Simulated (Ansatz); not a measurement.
Ansatz (a program for electronic structure) input for Si(H)(F)(Br)(Me) (CH₄BrFSi), SMILES C[SiH](F)Br, PBE-D3(BJ)/def2-SVP. 

Ansatz 0.2 input:
```yaml
crystal:
  periodic: [false, false, false]
  atoms:
    - {symbol: Si, position_ang: [-0.25537501, -0.90015411, 0.36185124]}
    - {symbol: C, position_ang: [-2.10306032, -0.83280879, 0.27567759]}
    - {symbol: F, position_ang: [0.29542792, -1.91819309, -0.77439352]}
    - {symbol: Br, position_ang: [0.59166287, 1.10503987, -0.06253238]}
    - {symbol: H, position_ang: [0.28347709, -1.35837926, 1.66594301]}
    - {symbol: H, position_ang: [-2.53113709, -1.83266317, 0.44850861]}
    - {symbol: H, position_ang: [-2.49882909, -0.14469863, 1.03788206]}
    - {symbol: H, position_ang: [-2.42695078, -0.47790635, -0.71414153]}
basis:
  gaussian:
    orbitals: def2-SVP
hamiltonian:
  xc: pbe
  dispersion: d3bj
relax: {f_tol: 0.002, max_steps: 200}
```

It prints:

```
WARN ansatz: RAYON_NUM_THREADS=1 ignored (pool sized by the plan → 1); use --threads N
Functional definition: PBE
integrals: 0.04 GiB planned
1079 factors; their error is unknown
mean field: 0.24 GiB planned
mean field evaluation 1: about -81706.2424 eV, gradient 5.8e1 eV
mean field evaluation 2: about -81694.7905 eV, gradient 8.8e1 eV
mean field evaluation 4: about -81713.5200 eV, gradient 6.9e0 eV
mean field evaluation 8: about -81713.5132 eV, gradient 1.6e-1 eV
mean field evaluation 16: about -81713.5133 eV, gradient 3.5e-5 eV
mean field -81713.51328129 eV, -3002.9162256787 hartree, gradient 3.5e-5 eV, S^2 0.000000; 0 other end points of the search recorded, 0 dependent functions left out
the calculation of the forces begins
reference -81713.51331371 eV, -3002.9162268701 hartree; 34, 34 occupied and 64, 64 virtual orbitals, 1079 factors
relax step   1: F+E_penalty+E_count = -81713.68347277 eV  Δ(F+E_penalty+E_count) = +0.000e0 eV  max|allowed force component| = 3.686e-1 eV/Å  Δτ_max = 0.0000 Å  (25 SCF iters, accepted)
these checks for a lower state are left out or cut short: starts, cluster_reference, orbital_swaps, neighbouring_geometries, increment
integrals: 0.04 GiB planned
1079 factors; their error is unknown
mean field: 0.24 GiB planned
mean field -81713.52482726 eV, -3002.9166499853 hartree, gradient 1.2e-5 eV, S^2 0.000000; 0 other end points of the search recorded, 0 dependent functions left out
the calculation of the forces begins
reference -81713.52485971 eV, -3002.9166511779 hartree; 34, 34 occupied and 64, 64 virtual orbitals, 1079 factors
relax step   2: F+E_penalty+E_count = -81713.69419790 eV  Δ(F+E_penalty+E_count) = -1.073e-2 eV  max|allowed force component| = 2.077e-1 eV/Å  Δτ_max = 0.0191 Å  (28 SCF iters, accepted)
these checks for a lower state are left out or cut short: starts, cluster_reference, orbital_swaps, neighbouring_geometries, increment
integrals: 0.04 GiB planned
1079 factors; their error is unknown
mean field: 0.24 GiB planned
mean field -81713.52687309 eV, -3002.9167251684 hartree, gradient 1.2e-5 eV, S^2 0.000000; 0 other end points of the search recorded, 0 dependent functions left out
the calculation of the forces begins
reference -81713.52690556 eV, -3002.9167263617 hartree; 34, 34 occupied and 64, 64 virtual orbitals, 1079 factors
relax step   3: F+E_penalty+E_count = -81713.69599379 eV  Δ(F+E_penalty+E_count) = -1.796e-3 eV  max|allowed force component| = 7.100e-2 eV/Å  Δτ_max = 0.0115 Å  (30 SCF iters, accepted)
these checks for a lower state are left out or cut short: starts, cluster_reference, orbital_swaps, neighbouring_geometries, increment
integrals: 0.04 GiB planned
1079 factors; their error is unknown
mean field: 0.24 GiB planned
mean field evaluation 32: about -81713.6275 eV, gradient 4.0e-4 eV
mean field -81713.52707854 eV, -3002.9167327182 hartree, gradient 1.2e-5 eV, S^2 0.000000; 0 other end points of the search recorded, 0 dependent functions left out
the calculation of the forces begins
reference -81713.52711099 eV, -3002.9167339108 hartree; 34, 34 occupied and 64, 64 virtual orbitals, 1079 factors
relax step   4: F+E_penalty+E_count = -81713.69616932 eV  Δ(F+E_penalty+E_count) = -1.755e-4 eV  max|allowed force component| = 8.801e-3 eV/Å  Δτ_max = 0.0049 Å  (29 SCF iters, accepted)
these checks for a lower state are left out or cut short: starts, cluster_reference, orbital_swaps, neighbouring_geometries, increment
integrals: 0.04 GiB planned
1079 factors; their error is unknown
mean field: 0.24 GiB planned
mean field -81713.52706417 eV, -3002.9167321902 hartree, gradient 4.7e-5 eV, S^2 0.000000; 0 other end points of the search recorded, 0 dependent functions left out
the calculation of the forces begins
reference -81713.52709662 eV, -3002.9167333827 hartree; 34, 34 occupied and 64, 64 virtual orbitals, 1079 factors
relax step   5: F+E_penalty+E_count = -81713.69617825 eV  Δ(F+E_penalty+E_count) = -8.921e-6 eV  max|allowed force component| = 3.144e-3 eV/Å  Δτ_max = 0.0008 Å  (19 SCF iters, accepted)
these checks for a lower state are left out or cut short: starts, cluster_reference, orbital_swaps, neighbouring_geometries, increment
integrals: 0.04 GiB planned
1079 factors; their error is unknown
mean field: 0.24 GiB planned
mean field -81713.52706126 eV, -3002.9167320833 hartree, gradient 5.6e-5 eV, S^2 0.000000; 0 other end points of the search recorded, 0 dependent functions left out
the calculation of the forces begins
reference -81713.52709371 eV, -3002.9167332759 hartree; 34, 34 occupied and 64, 64 virtual orbitals, 1079 factors
relax step   6: F+E_penalty+E_count = -81713.69617884 eV  Δ(F+E_penalty+E_count) = -5.951e-7 eV  max|allowed force component| = 2.578e-4 eV/Å  Δτ_max = 0.0003 Å  (17 SCF iters, accepted)
integrals: 0.04 GiB planned
1079 factors; their error is unknown
mean field: 0.24 GiB planned
mean field -81713.52706126 eV, -3002.9167320833 hartree, gradient 5.6e-5 eV, S^2 0.000000; 1 other end points of the search recorded, 0 dependent functions left out
the calculation of the forces begins
reference -81713.52709371 eV, -3002.9167332759 hartree; 34, 34 occupied and 64, 64 virtual orbitals, 1079 factors
Total energy: -81713.69621129 eV, -3002.9229482324 hartree
Atom 0 at    -0.249369    -0.901180     0.360691 Å, force    -0.000114    -0.000258     0.000152 eV/Å
Atom 1 at    -2.109446    -0.832739     0.274967 Å, force    -0.000004    -0.000053    -0.000096 eV/Å
Atom 2 at     0.306717    -1.932657    -0.783055 Å, force     0.000071    -0.000093    -0.000078 eV/Å
Atom 3 at     0.600143     1.121843    -0.064012 Å, force    -0.000106     0.000109    -0.000015 eV/Å
Atom 4 at     0.291272    -1.361643     1.677406 Å, force     0.000013     0.000169    -0.000121 eV/Å
Atom 5 at    -2.540932    -1.839759     0.448974 Å, force    -0.000134    -0.000051    -0.000045 eV/Å
Atom 6 at    -2.505868    -0.140325     1.044444 Å, force     0.000025     0.000069    -0.000030 eV/Å
Atom 7 at    -2.437301    -0.473303    -0.720622 Å, force     0.000248     0.000108     0.000232 eV/Å
Dipole moment:    -0.382261    -0.060071     0.211885 e Å
```

Self-consistency was reached.

Cost: very roughly 12 core-seconds.
